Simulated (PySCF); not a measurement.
Fine-structure interval along the 9-electron series

Calculated with PySCF 2.14 and a two-component X2C-1e Hamiltonian (Gaussian nucleus, no Breit or QED terms), each ion in its own even-tempered basis scaled to its charge; GMP2 freezes nothing and drops the highest virtual spinors. Values in cm⁻¹.

```tsv
ion	configuration	GHF (screened spin-orbit)	GMP2 (screened spin-orbit)	GHF (bare spin-orbit)
Rh³⁶⁺	[He] 2s2 2p5	1225000	1225900	1284100
Ag³⁸⁺	[He] 2s2 2p5	1484400	1485300	1553000
```

Task: Fill in the row of Pd³⁷⁺.

Result: configuration: [He] 2s2 2p5; GHF (screened spin-orbit): 1349900; GMP2 (screened spin-orbit): 1350800; GHF (bare spin-orbit): 1413600.
